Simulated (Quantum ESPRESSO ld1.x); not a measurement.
All-electron atom: Sc+ in [Ar] 3d1 4s1. All-electron calculation, non-relativistic Kohn-Sham, LDA (Slater exchange, Perdew-Wang correlation), spin-polarised, spherical densities, point nucleus; open shells are filled with parallel spins first. Program: ld1.x of Quantum ESPRESSO 7.5.

X-ray form factor f0, the Fourier transform of the density (f0(0) = 20):

sin(theta)/lambda (1/angstrom)  f0 (electrons)
0.05                                    19.485
0.1                                     18.217
0.15                                    16.686
0.2                                     15.164
0.25                                    13.730
0.3                                     12.408
0.4                                     10.214
0.5                                      8.678
0.6                                      7.667
0.8                                      6.427
1                                        5.458
1.25                                     4.304
1.5                                      3.318
2                                        2.073
